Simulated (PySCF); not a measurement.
System: C2H6GeI2 (charge 0, singlet). 
Geometry from a B3LYP-D3(BJ)/def2-TZVP (Ansatz) optimisation:
SMILES: [CH3][Ge]([CH3])([I])[I]
```xyz
11

C      1.8667    -1.6817    -0.3506
Ge     0.1036    -0.8572    -0.1583
C     -1.4120    -2.0793    -0.3438
I     -0.1204     0.9596    -1.9316
I     -0.0220     0.2180     2.1490
H      2.6379    -0.9243    -0.2316
H      1.9872    -2.4485     0.4143
H      1.9449    -2.1295    -1.3411
H     -2.3414    -1.5281    -0.2212
H     -1.3850    -2.5333    -1.3342
H     -1.3427    -2.8523     0.4212
```

Dispersion corrections to the total energy (kcal/mol) from the dftd3 and dftd4 libraries through PySCF: D3(BJ) without and D4 with the three-body term, each with the damping fitted for the functional named.

| functional | D3(BJ) | D4 |
|---|---|---|
| TPSS | -10.82 | -11.04 |
| HF | -51.92 | -23.26 |
| r2SCAN | ? | -1.99 |
| CAM-B3LYP | -8.30 | ? |
| B3LYP | -15.39 | -13.46 |
| revPBE | ? | -18.96 |
| HSE06 | -7.14 | -6.94 |

### Question
Fill in the missing entries.

### Answer

- r2SCAN, D3(BJ): -2.48
- CAM-B3LYP, D4: -7.69
- revPBE, D3(BJ): -17.93
